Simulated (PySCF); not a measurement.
Cartesian coordinates in Å; atom numbers follow the order of the lines, from 1:
```xyz
14

N     2.011    0.579    0.852
Si    0.850    0.512   -0.412
C    -0.911    0.976    0.167
C    -1.418   -0.469   -0.027
C    -0.186   -1.107   -0.692
F     0.250   -2.237   -0.006
H     1.749    0.241    1.765
H     2.966    0.326    0.654
H     1.440    1.107   -1.605
H    -1.017    1.336    1.187
H    -1.431    1.681   -0.476
H    -1.617   -0.961    0.924
H    -2.316   -0.535   -0.639
H    -0.370   -1.449   -1.714
```

Theory: shielding tensors at PBE0/pcSseg-1 (GIAO), GFN2-xTB structure, in PySCF (non-relativistic Hamiltonian, one computed conformer, fast rotation and ring inversion assumed for equivalent nuclei, no solvent).

Chemical shifts δ = σref − σ; 13C, 1H, 29Si against TMS; 15N vs NH3; 19F vs CFCl3, all at this level.

```json
{"atoms": "C4", "nucleus": "13C", "count": "1", "δ (ppm)": "30.8"}
{"atoms": "H9", "nucleus": "1H", "count": "1", "δ (ppm)": "?"}
{"atoms": "N1", "nucleus": "15N", "count": "1", "δ (ppm)": "17.7"}
{"atoms": "F6", "nucleus": "19F", "count": "1", "δ (ppm)": "-229.4"}
{"atoms": "H10", "nucleus": "1H", "count": "1", "δ (ppm)": "1.49"}
{"atoms": "H7/H8", "nucleus": "1H", "count": "2", "δ (ppm)": "0.88"}
{"atoms": "H14", "nucleus": "1H", "count": "1", "δ (ppm)": "5.16"}
{"atoms": "C3", "nucleus": "13C", "count": "1", "δ (ppm)": "?"}
{"atoms": "H13", "nucleus": "1H", "count": "1", "δ (ppm)": "2.67"}
{"atoms": "H12", "nucleus": "1H", "count": "1", "δ (ppm)": "2.21"}
{"atoms": "Si2", "nucleus": "29Si", "count": "1", "δ (ppm)": "?"}
{"atoms": "C5", "nucleus": "13C", "count": "1", "δ (ppm)": "?"}
{"atoms": "H11", "nucleus": "1H", "count": "1", "δ (ppm)": "1.42"}
```

Q: Estimate the values marked ?.

A: 
- C5: 99.9 ppm, sp3 CH bonded to F and Si; the inductive effect lowers its shielding
- C3: 13.9 ppm, sp3 CH2 bonded to Si
- H9: 5.17 ppm, hydrogen on a silicon bonded to 2 C, N, in a 4-membered ring
- Si2: -5.2 ppm, silicon bonded to 2 C, N, H, in a 4-membered ring

Exchangeable OH/NH protons stand at their gas-phase positions; hydrogen bonding in a real sample shifts them, mostly to higher δ. Shifts are as computed. Against solution values, carbons near 30 ppm lie about +3 ppm off and those near 130 ppm about +5 ppm. Of 1211 compounds with measured shifts, 218 miss one by over three times the rms of a fit or turn the order of signals round; such compounds aren't used in these exercises. Unscaled 19F shifts against computed CFCl3 carry errors that often reach 10 to 50 ppm. Experimental scales use liquid or dissolved standards, which lie at an offset from isolated NH3 (liquid NH3: subtract about 20 ppm).
